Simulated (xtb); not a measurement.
Input file for xtb: GFN2-xTB on N2 (SMILES N#N).

```
$ xtb mol.xyz --gfn 2 --sp --chrg 0 --uhf 0
2

N      0.00000000    -0.00000000    -0.54544534
N     -0.00000000     0.00000000     0.54544534
```

Task: Give the final energy of this run.

Result: -5.7638 hartree.
